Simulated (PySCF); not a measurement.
C4H7ClSi, SMILES C=C=C(C)[SiH2]Cl.

Geometry: TPSSh-D3(BJ)/def2-SVP. The structure was generated by enumeration, and PubChem lists no compound with its InChIKey, so it may never have been made. The values are those of a single conformer.

All values below come from B3LYP/def2-TZVP in PySCF.

### Question
Estimate the frontier levels, gap, dipole moment and polarisability. (The exact figures need the calculation; the answer reports its results.)

### Answer

```yaml
highest_occupied_level: -7.37 eV
lowest_empty_level: -0.69 eV
orbital_gap: 6.68 eV
dipole_moment: 1.81 D
quadrupole, principal values (traceless, Buckingham form, about the centre of nuclear charge): -3.47, 0.39, 3.08 D·Å
mean_static_polarisability: 89.7 bohr³ (13.30 Å³)
polarisability_principal_values: 68.2, 76.4, 124.6 bohr³
```
